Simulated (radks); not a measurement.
The numbers below are computed, except where a source is named.
Species: the cadmium ion Cd23+. Configuration: [Ar] 3d7.

Code: a radial shooting solver on a logarithmic mesh with Libxc functionals. Model: non-relativistic Kohn-Sham, PBE, spin-polarised, spherical densities, point nucleus; open shells are filled with parallel spins first (spin-orbit coupling, left out, can overturn this in heavy ions); relativity is left out, which matters for an element this heavy.

Energy parts (hartree):
| part | energy |
|---|---|
| total | -5186.16698 |
| kinetic | 5184.90506 |
| electron-nucleus | -11558.61783 |
| Hartree | 1310.99237 |
| exchange-correlation | -123.44658 |

Orbitals (lengths in bohr, moments of r in powers of bohr; <r^-3> diverges for s and p1/2; r(90%) holds 90 % of the orbital's charge):
orbital  occ.  eigenvalue (hartree)     <r^2>      <r>  <r^-3>  r(90%)
1s up       1             -972.8703  0.001345  0.03171       -  0.0564
1s down     1             -972.8681  0.001345  0.03171       -  0.0564
2s up       1             -166.7862   0.02201   0.1369       -   0.210
2s down     1             -166.5020   0.02197   0.1368       -   0.210
2p up       3             -157.6388   0.01661   0.1169    3572   0.189
2p down     3             -157.4333   0.01657   0.1168    3580   0.189
3s up       1             -52.16734    0.1441   0.3559       -   0.519
3s down     1             -51.86886    0.1448   0.3567       -   0.520
3p up       3             -48.54274    0.1371   0.3446   709.7   0.513
3p down     3             -48.22772    0.1378   0.3456   703.2   0.515
3d up       5             -42.10187    0.1126   0.3102   114.8   0.481
3d down     2             -41.71809    0.1136   0.3114   114.1   0.484

The highest occupied level is 3d down at -1135.2 eV. Summed over all electrons, <r^2> = 2.050 bohr^2, which gives a Langevin (diamagnetic) susceptibility term of -1.62 x 10^-6 cm^3/mol. For comparison, the ionisation energy in NIST's Atomic Spectra Database is 1167 eV (theoretical). In exact Kohn-Sham theory the highest level is minus the ionisation energy, but local and semilocal functionals leave it too shallow, through self-interaction and a potential that decays too fast; potentials with the right tail come closer. The electron density at the nucleus is 7.759e+04 e/bohr^3. The spin density at the nucleus is -3.064 e/bohr^3 (1s -0.388, 2s -8.576, 3s 5.899). Spin moment in Bohr magnetons: 3. The density falls to 0.001 e/bohr^3 at r = 1.06 bohr. Virial ratio -V/T = 2.00024.
